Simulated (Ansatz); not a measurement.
`[CH3][W](=[O])([OH])=[S]` + H–F → `[O]=[W]([OH])([F])=[S]` + CH₄ at 400 K and 1 bar (ligand exchange at a W–C bond).

Computed with Ansatz on PBE0-D4/def2-TZVP structures; ΔE is electronic, products minus reactants. CBS: MP2 limit from def2 TZ/QZ plus the TZ coupled-cluster correction, frozen cores. This one scheme is used for every species. Elements past krypton have def2 core potentials. For W outer-core shells are correlated without core-valence functions, which leaves a few kJ/mol of doubt a bond. Each species was taken in one conformer, which may not be the lowest.

```json
{"species": "`[CH3][W](=[O])([OH])=[S]`", "CCSD(T)/CBS energy (Eh)": "-655.68404", "H − E (kJ/mol)": "176.0", "S (J/(mol·K))": "399.6"}
{"species": "H–F", "CCSD(T)/CBS energy (Eh)": "-100.39570", "H − E (kJ/mol)": "36.5", "S (J/(mol·K))": "182.2"}
{"species": "`[O]=[W]([OH])([F])=[S]`", "CCSD(T)/CBS energy (Eh)": "-715.66256", "H − E (kJ/mol)": "83.5", "S (J/(mol·K))": "374.4"}
{"species": "CH₄", "CCSD(T)/CBS energy (Eh)": "-40.46206", "H − E (kJ/mol)": "131.3", "S (J/(mol·K))": "197.2"}
```

H − E and S are ideal-gas, rigid-rotor, harmonic terms from PBE0-D4/def2-TZVP, for one conformer and one mirror image of each species. 1 Eh = 2625.50 kJ/mol, R = 8.31446 J/(mol·K).

Q: By hand: ΔE, ΔH, ΔS and ΔG.

A: ΔE = (-715.66256) + (-40.46206) − (-655.68404) − (-100.39570) = -0.04488 Eh = -117.8 kJ/mol. Δ(H − E) = 83.5 + 131.3 − 176.0 − 36.5 = 2.3, so ΔH = -115.5 kJ/mol. ΔS = 374.4 + 197.2 − 399.6 − 182.2 = -10.2 J/(mol·K). ΔG = -115.5 − 400 × (-10.2)/1000 = -111.4 kJ/mol.

Q: By hand: the equilibrium constant, and the temperature at which ΔG would vanish if ΔH and ΔS stayed fixed.

A: log₁₀ K = −ΔG/(RT ln 10) = 14.5. ΔG = 0 at ΔH/ΔS = 11324 K, far beyond where these terms or the molecules hold.

The number of gas molecules stays the same, so ΔS is small and ΔH decides. A doubt of 5 kJ/mol in ΔE shifts log₁₀ K by 0.7 here. Other conformers and mirror images would add mixing entropy, several J/(mol·K) or more a flexible species. These are equilibria of isolated gas molecules and say nothing of rates. Largest T1 diagnostic: 0.023 (customary marks: 0.02 for closed shells, 0.045 for open ones).
